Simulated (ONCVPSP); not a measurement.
A failed generation for antimony (Sb)

Input:

```
# ATOM AND REFERENCE CONFIGURATION
# atsym  z   nc   nv     iexc    psfile
  Sb 51.00    6    5  -001012      upf
#
#   n    l    f
    1    0    2.00
    2    0    2.00
    2    1    6.00
    3    0    2.00
    3    1    6.00
    3    2   10.00
    4    0    2.00
    4    1    6.00
    4    2   10.00
    5    0    2.00
    5    1    3.00
#
# PSEUDOPOTENTIAL AND OPTIMIZATION
# lmax
    3
#
#   l,   rc,      ep,       ncon, nbas, qcut
    0    1.58    0.00    4    8   12.10
    1    2.02    0.00    4    8    6.70
    2    1.20    0.00    5   10   10.70
    3    1.96    0.27    5    8    7.40
#
# LOCAL POTENTIAL
# lloc, lpopt,  rc(5),   dvloc0
    4    3    0.88    0.00
#
# VANDERBILT-KLEINMAN-BYLANDER PROJECTORs
# l, nproj, debl
    0    2    3.50
    1    3    2.90
    2    2    2.50
    3    1    1.60
#
# MODEL CORE CHARGE
# icmod, fcfact, rcfact
    0    0.00    0.00
#
# LOG DERIVATIVE ANALYSIS
# epsh1, epsh2, depsh
   -7.00    5.00    0.04
#
# OUTPUT GRID
# rlmax, drl
    6.00    0.01
#
# TEST CONFIGURATIONS
# ncnf
    4
# nvcnf
#   n    l    f
    5
    4    0    2.00
    4    1    6.00
    4    2   10.00
    5    0    2.00
    5    1    2.00
#
    5
    4    0    2.00
    4    1    6.00
    4    2   10.00
    5    0    2.00
    5    1    1.00
#
    5
    4    0    2.00
    4    1    6.00
    4    2   10.00
    5    0    2.00
    5    1    0.00
#
    5
    4    0    2.00
    4    1    6.00
    4    2    9.00
    5    0    2.00
    5    1    4.00
#
```

```bash
oncvpsp.x < Sb.dat > Sb.out
```

End of the output:

```
    3    1    6.00    -2.7560328E+01
    3    2   10.00    -1.8966996E+01
    4    0    2.00    -5.4571086E+00
    4    1    6.00    -3.7339552E+00
    4    2   10.00    -1.2332450E+00
    5    0    2.00    -4.8087633E-01
    5    1    3.00    -1.8347678E-01

Reference configufation results
  iterations    25
  all-electron total energy (Ha)   -6.47596762D+03

Begin loop to  construct optimized pseudo wave functions
and semi-local pseudopoentials for all angular momenta

Calculating optimized projector #   1

 for l=   0

    Fraction of norm inside rc  0.991363
    Optimizing pswf for qcut=  12.09 a_B^-1,  ecut=  73.14 Ha
    Residual kinetic energy error=  5.01D-09 Ha
 ERROR pspot:  first pseudo wave function has node,          program will stop
 ERROR pspot: try changing psp parameters for this l
```

**Question.** Why did it fail, and what change makes it run?

**Answer.** The run stopped because the optimised pseudo-wave of the first projector has a node, so the radial equation cannot be inverted for a potential. A run that differs only in the following succeeds: all radii scaled by about 0.79 (s 1.25, p 1.60, d 0.95, f 1.55 bohr); local potential polynomial inside 0.70 bohr (lpopt 3, dvloc0 0 Ha). Other answers can fit too; this one was computed.
